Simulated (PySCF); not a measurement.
Members of one series of related molecules.

All values: PBE0/def2-SVPD (PySCF) at GFN2-xTB geometries, gas phase, one conformer each. Core orbitals are frozen in the response; Δα² is half the sum of the squared differences of the principal polarisabilities.

(1) Rank by mean static polarisability, lowest first.
A. `[SiH3]Pc1ccccc1`
B. `CSCP[SiH3]`
C. `CCN(C)P[SiH3]`
D. `C[Si](C)(C)P[SiH3]`
E. `CP(C)P[SiH3]`
F. `P([SiH3])c1cccnc1`

(2) Rank by HOMO energy, lowest first.
A. `C[Si](C)(C)P[SiH3]`
B. `CP(C)P[SiH3]`
C. `CSCP[SiH3]`
D. `[SiH3]Pc1ccccc1`
E. `[SiH3]Pc1ccccn1`

(3) Rank by HOMO–LUMO gap, lowest first.
A. `CSCP[SiH3]`
B. `C[Si](C)(P[SiH3])C`
C. `[SiH3]Pc1ccccn1`
D. `[SiH3]Pc1cccnc1`
E. `CP(C)P[SiH3]`

Answers

(1) C (15.11 Å³), B (15.38 Å³), E (16.17 Å³), F (17.54 Å³), D (17.84 Å³), A (18.31 Å³).

(2) A (-6.94 eV), E (-6.74 eV), D (-6.60 eV), C (-6.40 eV), B (-6.21 eV).

(3) C (5.63 eV), D (5.78 eV), E (6.08 eV), A (6.35 eV), B (7.19 eV).

All values together:

```
            SMILES    formula  μ (D)  HOMO (eV)  LUMO (eV)  α (Å³)  Δα (Å³)  electrons  α per electron (Å³)
   [SiH3]Pc1ccccn1   C5H8NPSi   2.98      -6.74      -1.11   17.53     9.72         74                0.237
     CCN(C)P[SiH3]  C3H12NPSi   1.39      -6.12      -0.28   15.11     3.67         66                0.229
        CSCP[SiH3]   C2H9PSSi   1.05      -6.40      -0.05   15.38     7.29         66                0.233
   [SiH3]Pc1cccnc1   C5H8NPSi   2.39      -6.85      -1.07   17.54     8.49         74                0.237
C[Si](C)(C)P[SiH3]  C3H13PSi2   1.39      -6.94       0.25   17.84     4.57         74                0.241
      CP(C)P[SiH3]  C2H10P2Si   0.86      -6.21      -0.14   16.17     5.84         66                0.245
   [SiH3]Pc1ccccc1    C6H9PSi   1.14      -6.60      -0.62   18.31     8.45         74                0.247
```

Conformers: `[SiH3:1][PH:2][c:3]1[cH:4][cH:5][cH:6][cH:7][n:8]1` with Si1–P2–C3–C4 -162°; `[CH3:1][CH2:2][N:3]([CH3:4])[PH:5][SiH3:6]` with C1–C2–N3–C4 176°, C2–N3–P5–Si6 -86°; `[CH3:1][S:2][CH2:3][PH:4][SiH3:5]` with C1–S2–C3–P4 -64°, S2–C3–P4–Si5 -167°; `[SiH3:1][PH:2][c:3]1[cH:4][cH:5][cH:6][n:7][cH:8]1` with Si1–P2–C3–C4 106°; `[CH3:1][P:2]([CH3:3])[PH:4][SiH3:5]` with C1–P2–P4–Si5 -79°; `[SiH3:1][PH:2][c:3]1[cH:4][cH:5][cH:6][cH:7][cH:8]1` with Si1–P2–C3–C4 -103°.
